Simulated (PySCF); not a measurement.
CH6GeO2Si, SMILES [O]1[GeH]([O][SiH2]1)[CH3].

Coordinates come from a PBE0-D3(BJ)/def2-SVP optimisation. The structure was generated by enumeration, and PubChem lists no compound with its InChIKey, so it may never have been made.

Two levels are set side by side: PBE/def2-TZVP (PySCF) and M06-2X/def2-TZVP (PySCF). Same geometry, gas phase. Differences are taken from unrounded values.

```csv
quantity,M06-2X,PBE,PBE minus M06-2X
orbital gap (eV),9.93,5.38,-4.55
highest occupied level (eV),-9.52,-6.71,2.81
lowest empty level (eV),0.41,-1.33,-1.75
dipole moment (D),2.12,2.17,0.05
mean polarisability (bohr³),63.9,68.4,4.4
```

PBE's occupied levels lie high since its potential decays too fast outside the molecule; exact exchange lowers them and widens the gap. PBE's more diffuse valence density responds more strongly to a field. Differences between two approximate levels are no errors against the true value.

Rough cost on one machine, each run with all the roots and properties that it gave: M06-2X against PBE about 2 times.
